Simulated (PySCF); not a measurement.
Unknown compound

Molecular formula: C$_{4}$H$_{8}$O$_{3}$Si. Simulated spectra:

¹H NMR (600 MHz, computed): δ 5.30 (br s, 1H), 5.01 (t, 2H), 2.64 (s, 3H), 2.39 (t, 2H).

¹³C{¹H} NMR (computed): δ 217.5 (C), 205.4 (C), 39.0 (CH2), 27.7 (CH3).

Method: geometry: GFN2-xTB, σ from GIAO-PBE0/pcSseg-1, in PySCF 2.14.0 with density-fitted response routines (no solvent model, fast rotation and ring inversion assumed for equivalent nuclei, one computed conformer, non-relativistic).

Referencing at the same level of theory: TMS for ¹H, ¹³C.

Question: Which candidate is it?
A. C=CO[SiH2]CC(=O)O
B. CC(=O)C(=O)C[SiH2]O
C. C=C(OC)C(=O)O[SiH3]

Answer: B. 

- The formula gives 2 degrees of unsaturation (no ring in the answer).
- 4 carbon signals for 4 carbons: no two carbons are equivalent.
- Carbon types of the structure: 2 × C, 1 × CH2, 1 × CH3, leaving 3 H on heteroatoms.
- δC 217.5, 205.4: ketone carbonyl carbon; the double bond to the heteroatom, with no lone-pair donor beside it, deshields it most.
- δC 39.0: sp3 CH2 bonded to Si, α to a carbonyl; the adjacent C=O deshields it moderately.
- δC 27.7: methyl carbon α to a carbonyl; α to the electron-withdrawing carbonyl group.
- δH 5.30: hydrogen on an oxygen bonded to Si; labile proton, position sensitive to the medium.
- δH 2.39: hydrogen on an sp3 CH2 bonded to Si, α to a carbonyl; α to C=O.

The others: C=C(OC)C(=O)O[SiH3] would give 4 signals for carbon-bound and other non-exchanging H, not 3; C=CO[SiH2]CC(=O)O would give 5 signals for carbon-bound and other non-exchanging H, not 3.

The OH or NH signal is concentration- and solvent-dependent in practice; the value given is the gas-phase one. Shifts are as computed. Against solution values, carbons near 30 ppm lie about +3 ppm off and those near 130 ppm about +5 ppm. Of 1211 compounds with measured shifts, 218 miss one by over three times the rms of a fit or turn the order of signals round; such compounds aren't used in these exercises. Multiplicities follow the n + 1 count of equivalent neighbours, as no J values were calculated; m marks all less simple cases, F and P coupling included.
